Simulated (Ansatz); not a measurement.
Reactions of C2H5FGeO (`[CH3][GeH]([F])[CH]=O`).

Calculated with Ansatz (gas phase, PBE0-D4/def2-TZVP geometries, no zero-point term in ΔE). CCSD(T)/CBS is the MP2 limit (def2-TZVPP, def2-QZVPP) plus CCSD(T) − MP2 in def2-TZVPP, frozen cores. This one scheme is used for every species. Functionals use def2-TZVPP. For Ge outer-core shells are correlated without core-valence functions, which leaves a few kJ/mol of doubt a bond. Scalar relativity is left out up to krypton. Each species was taken in one conformer, which may not be the lowest.

```
                                                     reaction  B2PLYP (kcal/mol)
               `[CH3][GeH]([F])[CH]=O` → `O/C(F)=[CH]\[GeH3]`               34.4
                `[CH3][GeH]([F])[CH]=O` → `C[C](=O)[GeH2][F]`                0.7
     `[CH3][GeH]([F])[CH]=O` + H₂ → `[CH3][GeH2][CH]=O` + H–F               11.6
`[CH3][GeH]([F])[CH]=O` + `OCO` → `[CH3][GeH2][F]` + `O=COCO`              -16.3
```

Problem. Give the CCSD(T)/CBS values in the same order. (Best estimate.)

Solution. Ansatz gave: 33.5, 1.3, 9.8, -14.9 kcal/mol.

Largest T1 diagnostic: 0.015, for `O=COCO`.
